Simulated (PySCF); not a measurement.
Al(F)2(SMe) (CH3AlF2S), SMILES [F][Al]([S]C)[F].

Geometry optimised at PBE-D3(BJ)/def2-SVP. The structure was generated by enumeration; whether it is a known compound was not checked. One conformer was computed; it need not be the lowest.

All values below come from PySCF with PBE-D3(BJ)/def2-SVP.

Frequencies are harmonic and unscaled.

Computed normal modes with their intensities:
```json
[
 {"mode": "1", "ν (cm⁻¹)": "61", "IR (km/mol)": "0.9", "moving atoms (share of kinetic energy)": "H 36 %, F 22 %, C 21 %, S 21 %"},
 {"mode": "2", "ν (cm⁻¹)": "98", "IR (km/mol)": "0.0", "moving atoms (share of kinetic energy)": "H 76 %, F 11 %, C 8 %"},
 {"mode": "3", "ν (cm⁻¹)": "125", "IR (km/mol)": "4.2", "moving atoms (share of kinetic energy)": "F 43 %, C 32 %, H 14 %"},
 {"mode": "4", "ν (cm⁻¹)": "210", "IR (km/mol)": "15.0", "moving atoms (share of kinetic energy)": "F 55 %, C 16 %, S 15 %, Al 9 %"},
 {"mode": "5", "ν (cm⁻¹)": "234", "IR (km/mol)": "19.4", "moving atoms (share of kinetic energy)": "F 51 %, S 23 %, Al 15 %"},
 {"mode": "6", "ν (cm⁻¹)": "239", "IR (km/mol)": "56.5", "moving atoms (share of kinetic energy)": "Al 68 %, F 26 %"},
 {"mode": "7", "ν (cm⁻¹)": "473", "IR (km/mol)": "27.9", "moving atoms (share of kinetic energy)": "S 45 %, F 31 %, Al 22 %"},
 {"mode": "8", "ν (cm⁻¹)": "677", "IR (km/mol)": "5.5", "moving atoms (share of kinetic energy)": "C 60 %, S 31 %, H 8 %"},
 {"mode": "9", "ν (cm⁻¹)": "797", "IR (km/mol)": "146.1", "moving atoms (share of kinetic energy)": "F 56 %, Al 41 %"},
 {"mode": "10", "ν (cm⁻¹)": "928", "IR (km/mol)": "97.3", "moving atoms (share of kinetic energy)": "Al 51 %, F 47 %"},
 {"mode": "11", "ν (cm⁻¹)": "934", "IR (km/mol)": "7.3", "moving atoms (share of kinetic energy)": "H 85 %, C 14 %"},
 {"mode": "12", "ν (cm⁻¹)": "949", "IR (km/mol)": "6.9", "moving atoms (share of kinetic energy)": "H 81 %, C 14 %"},
 {"mode": "13", "ν (cm⁻¹)": "1285", "IR (km/mol)": "7.8", "moving atoms (share of kinetic energy)": "H 88 %, C 12 %"},
 {"mode": "14", "ν (cm⁻¹)": "1406", "IR (km/mol)": "7.0", "moving atoms (share of kinetic energy)": "H 96 %"},
 {"mode": "15", "ν (cm⁻¹)": "1408", "IR (km/mol)": "5.4", "moving atoms (share of kinetic energy)": "H 95 %"},
 {"mode": "16", "ν (cm⁻¹)": "2994", "IR (km/mol)": "15.0", "moving atoms (share of kinetic energy)": "H 98 %"},
 {"mode": "17", "ν (cm⁻¹)": "3105", "IR (km/mol)": "1.0", "moving atoms (share of kinetic energy)": "H 90 %, C 10 %"},
 {"mode": "18", "ν (cm⁻¹)": "3113", "IR (km/mol)": "0.4", "moving atoms (share of kinetic energy)": "H 90 %, C 10 %"}
]
```
